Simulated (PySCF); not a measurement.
Isomers of C2H4S3. Gas-phase values, no solvent. One relaxed conformer stands for each flexible species; it need not be the lowest. Strings in code marks are SMILES.

Level of theory: PySCF 2.14.0 with ωB97X-D3(BJ)/def2-TZVP // PBE0-D3(BJ)/def2-TZVP. All candidates: neutral, multiplicity 1. Delta-SCF ions had no search for a lower state. Excitations are Tamm–Dancoff values on a coarser integration grid. The basis has no diffuse functions, so Rydberg states are missing or too high.

```
Quantity                                   Value
--------------------------------------  --------
T1 excitation (TDA)                      3.50 eV
HOMO                                    -8.37 eV
vertical ionisation energy (Delta-SCF)   8.22 eV
```

Task: Identify which member has these values.
A) `S=C(S)CS`
B) `SC=C(S)S`
C) `S=CCSS`
D) `S/C=C/SS`

Result: B, `SC=C(S)S`. The others give `S=CCSS`: 1.99 eV, -9.04 eV, 8.87 eV; `S/C=C/SS`: 3.57 eV, -8.73 eV, 8.57 eV; `S=C(S)CS`: 2.36 eV, -9.11 eV, 8.85 eV
